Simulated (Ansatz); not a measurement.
The same path of BH3O + BrH (7 atoms, charge 0, multiplicity 1) was run 3 times with different band settings. Lost on the way: B1–H2, Br6–H7. Made: B1–Br6, H2–H7.

These are results of Ansatz 0.2.0, RKS LDA/def2-SVP, not measurements.

Relaxed end points:

```xyz
7
Properties=species:S:1:pos:R:3
B 0.016 -0.219 -0.016
H -0.076 -0.335 1.216
H 1.077 0.053 -0.543
O -1.034 -0.477 -0.801
H -1.858 -0.697 -0.325
Br -0.297 2.667 1.223
H -0.157 1.223 1.427
```

```xyz
7
Properties=species:S:1:pos:R:3
B -0.295 0.616 -0.417
H 0.181 -0.365 2.466
H 0.785 0.074 -0.570
O -1.467 0.017 -0.653
H -1.363 -0.909 -0.947
Br -0.331 2.432 0.162
H 0.162 0.349 2.143
```

Common settings: movable images 7; climbing image yes; optimiser quadratic models (default); start path through a guess of the saddle point; iteration limit 60; end points relaxed.

| run | spring | force threshold |
| --- | --- | --- |
| 1 | 5.0 eV/Å² | 0.05 eV/Å |
| 2 | 0.5 eV/Å² | 0.05 eV/Å |
| 3 | 5.0 eV/Å² | 0.5 eV/Å |

(1) What does each run give, and how far can it be trusted?

Answers

(1) Run 1: converged after 32 iterations, highest image 0.223 eV above the first end. The profile has 2 maxima (images 2, 7) with wells between them (image 5): this band takes more than one step, which may be the mechanism or a detour left from its start path. A structure lower than the last end lies on the path between it and the top, so the climb from that side starts below the end, which may itself be a saddle point or a shallow side well. The order of the stationary point at the top wasn't checked.
Run 2: converged after 39 iterations, highest image 0.223 eV above the first end. A structure lower than the last end lies on the path between it and the top, so the climb from that side starts below the end, which may itself be a saddle point or a shallow side well. The order of the stationary point at the top wasn't checked.
Run 3: converged after 6 iterations, highest image 0.367 eV above the first end. The threshold of 0.5 eV/Å is loose, so the images may lie well off the minimum-energy path. The order of the stationary point at the top wasn't checked. Another band between the same ends, with other settings, climbed to 0.223 eV only, so this may not be the lowest route.
The orbitals stay closed-shell, which can raise the energy where a bond breaks towards radicals; this wasn't checked here.
